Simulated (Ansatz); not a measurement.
Ansatz results at the PBE0-D4/def2-TZVP geometry: size of the dipole moment (ωB97M-V/def2-TZVPP) 1.73 D; zero-point energy (PBE0-D4/def2-TZVP) 135.7 kJ/mol; size of the dipole moment (PBE/def2-TZVPP) 1.58 D.

Each molecule was computed in one conformer, which needn't be the lowest.

Q: Which molecule gave them?
A. `[Cl][Al][Cl]`•
B. `C[SiH](F)[S]`•
C. `[O][Sn]([F])([Cl])[Cl]`•
D. `[CH3][GeH][SeH]`•

A: D. The others give `[O][Sn]([F])([Cl])[Cl]`•: 1.19, 16.4, 1.16; `C[SiH](F)[S]`•: 1.85, 129.8, 2.00; `[Cl][Al][Cl]`•: 1.62, 7.0, 1.31.
